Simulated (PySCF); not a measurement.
Stepwise substitution at one centre (Ge OCH3-I). Gas-phase values, no solvent. One relaxed conformer stands for each flexible species; it need not be the lowest. Strings in code marks are SMILES.

The T1 excitation (TDA) from two functionals at the same geometries (PBE0-D3(BJ)/def2-SVP), both in PySCF: PBE-D3(BJ)/def2-TZVP and B3LYP-D3(BJ)/def2-TZVP. B3LYP has the VWN-RPA correlation part, as in Gaussian. Excitations are Tamm–Dancoff values on a coarser integration grid. The basis has no diffuse functions, so Rydberg states are missing or too high.

```tsv
species	PBE-D3(BJ)/def2-TZVP (eV)	B3LYP-D3(BJ)/def2-TZVP (eV)
0 of 4 OCH3 replaced by I	5.47	6.24
1 of 4 OCH3 replaced by I (`C[O][Ge]([O]C)([I])[O]C`)	4.47	4.77
2 of 4 OCH3 replaced by I (`C[O][Ge]([I])([I])[O]C` (C–O–Ge–I torsion -63°, I–Ge–O–C torsion -178°))	3.50	3.78
3 of 4 OCH3 replaced by I (`[I][Ge]([O]C)([I])[I]` (C–O–Ge–I torsion 180°))	2.85	3.16
```

Over these rows, drawn at random from the members with no instability flagged (it was tested for open shells, ions and some series alone), PBE minus B3LYP-D3(BJ): mean -0.42 eV, from -0.77 eV to -0.28 eV.
